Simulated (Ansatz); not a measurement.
Spectroscopic constants of TiO, multiplicity 3 (the spin of the measured ground state). No spin–orbit coupling. Ti is treated without relativity.

D_e counts from the fitted minimum to each atom's lowest state at the same level, without counterpoise. The lowest state of Ti differs between levels (2S+1 = 3, 5).

Codes used: Ansatz (a program for electronic structure). 

### Question
What bond energy D_e does B3LYP/def2-TZVPP give?

### Answer
6.97 eV

### Question
Estimate the bond energy D_e that SVWN5/def2-TZVPP returns for this input.

### Answer
9.14 eV

### Question
What is the computed bond energy D_e (wB97X-V/def2-TZVPP)?

### Answer
6.87 eV
